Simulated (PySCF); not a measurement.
HS, charge -1, singlet, geometry from GFN2-xTB (in this run its highest filled SCF level lies above zero, so its values depend strongly on the basis, on diffuse functions most of all). Base run: SVWN5/pcseg-1 (PySCF).

Input for PySCF:
```python
from pyscf import gto, scf, dft

mol = gto.M(
    atom='''
S    -0.00000000   -0.00000000   -0.07863597
H     0.00000000    0.00000000    1.25817552
''',
    basis='pcseg-1',
    charge=-1,
    verbose=4,
)

mf = dft.RKS(mol)
mf.xc = 'lda,vwn'
mf.kernel()
```

The base run was repeated with changes; each row names its change, and settings that it needs were set with it.

| change | ΔE vs base (mEh) | fitting functions |
|---|---|---|
| base | 0.000 | - |
| auxbasis = even-tempered beta=1.6 | -0.044 | 297 |
| auxbasis = even-tempered beta=2.0 | -0.203 | 205 |
| auxbasis = def2-tzvp-ri | -15.051 | 128 |
| auxbasis = cc-pvqz-jkfit | -0.082 | 199 |
| auxbasis = cc-pvtz-ri | -13.975 | 152 |
| auxbasis = autoaux | -0.020 | 187 |
| auxbasis = cc-pvdz-jkfit | -0.088 | 135 |
| auxbasis = cc-pvtz-jkfit | -0.084 | 151 |
| auxbasis = def2-universal-jfit | -0.115 | 62 |

A fitting set is made for a task (jfit for Coulomb, jkfit for Coulomb and exchange, ri for correlation) and for a family of orbital bases.
